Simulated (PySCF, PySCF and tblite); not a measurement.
A run on one conformer of C7H8O, numbered as in [O:1]=[CH:2][C:3]1=[CH:4][CH2:5][CH2:6][CH:7]=[CH:8]1, from an ensemble study. The sound level was CAM-B3LYP/pcSseg-1 (IEF-PCM, acetone) on GFN2-xTB geometries.

Input:

```
{"job": {"xc": "CAM-B3LYP", "basis": "pcSseg-1", "solvent": "acetone", "grid": 0, "kind": "nmr", "pop": false}, "charge": 0, "multiplicity": 1}
O      3.289060     0.770911    -0.182968
C      2.544971    -0.144509     0.068994
C      1.084396    -0.105284    -0.032545
C      0.457976     0.994127    -0.490989
C     -1.023039     1.029692    -0.657887
C     -1.724626     0.125518     0.358402
C     -1.011134    -1.185610     0.513496
C      0.304726    -1.277647     0.345792
H      2.943695    -1.121958     0.408583
H      1.039274     1.850043    -0.802168
H     -1.394490     2.052070    -0.575095
H     -1.247307     0.685856    -1.676038
H     -2.760428    -0.038604     0.057912
H     -1.744416     0.618527     1.338097
H     -1.599844    -2.036271     0.823136
H      0.833588    -2.207916     0.491867
```

Command: OMP_NUM_THREADS=1 python ens_run.py task.json out

Output:

```
final grid: 13648 points
cycle   1  E = -346.3270971319  dE =  1.575e+00  |g| = 7.986e-01  |ddm| = 3.762e+00
cycle   2  E = -346.1733502256  dE =  1.537e-01  |g| = 1.258e+00  |ddm| = 2.156e+00
cycle   3  E = -346.4544170308  dE = -2.811e-01  |g| = 6.963e-02  |ddm| = 1.445e+00
cycle   4  E = -346.4554336181  dE = -1.017e-03  |g| = 4.257e-02  |ddm| = 9.750e-02
cycle   5  E = -346.4558794853  dE = -4.459e-04  |g| = 8.604e-03  |ddm| = 5.138e-02
cycle   6  E = -346.4558983330  dE = -1.885e-05  |g| = 3.777e-03  |ddm| = 1.218e-02
cycle   7  E = -346.4559030325  dE = -4.700e-06  |g| = 1.501e-03  |ddm| = 5.851e-03
cycle   8  E = -346.4559038853  dE = -8.528e-07  |g| = 3.824e-04  |ddm| = 3.960e-03
cycle   9  E = -346.4559039563  dE = -7.097e-08  |g| = 1.216e-04  |ddm| = 7.688e-04
cycle  10  E = -346.4559039653  dE = -9.011e-09  |g| = 2.897e-05  |ddm| = 3.926e-04
cycle  11  E = -346.4559039657  dE = -4.677e-10  |g| = 2.502e-05  |ddm| = 6.145e-05
converged SCF energy = -346.4559039657

GIAO shielding tensors (ppm)
atom      isotropic    diamagn.    paramagn.     s11        s22        s33       span
  0 O     -269.309     401.508    -670.817   -837.335   -361.387    390.796   1228.131
  1 C      -19.125     242.112    -261.237    -99.648    -44.780     87.054    186.702
  2 C       42.630     262.616    -219.986    -74.009     49.214    152.684    226.693
  3 C       30.302     253.976    -223.674    -78.683      1.623    167.966    246.649
  4 C      158.937     247.139     -88.202    144.826    161.653    170.330     25.504
  5 C      160.631     246.744     -86.114    147.269    161.555    173.069     25.800
  6 C       44.788     255.302    -210.514    -68.570     43.372    159.563    228.132
  7 C       52.974     251.523    -198.549    -66.245     63.912    161.254    227.498
  8 H       22.139      27.339      -5.200     20.019     22.043     24.355      4.336
  9 H       24.177      32.695      -8.517     22.146     23.349     27.036      4.889
 10 H       29.045      29.204      -0.159     24.608     27.689     34.838     10.230
 11 H       29.212      29.572      -0.360     24.996     27.415     35.224     10.228
 12 H       29.349      28.991       0.358     25.051     27.910     35.086     10.035
 13 H       29.375      29.749      -0.374     25.132     27.658     35.335     10.204
 14 H       25.317      30.484      -5.167     23.410     25.373     27.168      3.758
 15 H       25.077      31.920      -6.842     23.105     24.286     27.841      4.736
```

Question: What is wrong with this calculation, and what did it do to the result?

Answer: The setting at fault: integration grid far too coarse. The run converged. Shieldings averaged over the conformers (ppm), as run and sound:
| atoms | as run | sound |
| --- | --- | --- |
| O1 | -265.9 | -266.7 |
| C2 | -18.5 | -18.5 |
| C3 | 39.4 | 39.4 |
| C4 | 19.0 | 19.0 |
| C5 | 158.2 | 158.1 |
| C6 | 160.3 | 160.2 |
| C7 | 44.8 | 44.8 |
| C8 | 57.3 | 57.4 |
| H2 | 22.2 | 22.2 |
| H4 | 24.4 | 24.5 |
| H5 | 29.1 | 29.1 |
| H6 | 29.3 | 29.4 |
| H7 | 25.3 | 25.3 |
| H8 | 25.0 | 25.0 |
